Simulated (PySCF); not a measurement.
Computed shifts of a molecule C3H9NSi, PBE/pcSseg-1 run with PySCF, GIAO, gas phase, atoms alike by connectivity averaged where their shifts nearly agree, in ppm (number of nuclei): ¹⁵N: 18.7 (1). ²⁹Si: -18.6 (1). ¹³C: 7.3 (1), 4.0 (1), 3.9 (1). ¹H: 5.24 (1), 4.14 (1), 0.92 (1), 0.80 (1), 0.65 (1), 0.52 (1), 0.46 (1), 0.43 (1), -0.09 (1). References: ¹⁵N against NH3 (σ = 267.0 ppm); ²⁹Si against TMS (σ = 335.4 ppm); ¹³C against TMS (σ = 182.0 ppm); ¹H against TMS (σ = 31.49 ppm), references at their B3LYP-D3(BJ)/def2-TZVP geometries, non-relativistic. Geometry: B3LYP-D3(BJ)/def2-SVP. The values are those of a single conformer.

**Question.** Which structure fits?
(A) C=C[SiH2]CN
(B) C=C[SiH2]NC
(C) N[SiH2]C1CC1
(D) C=C([SiH3])CN

**Answer.** C, N[SiH2]C1CC1
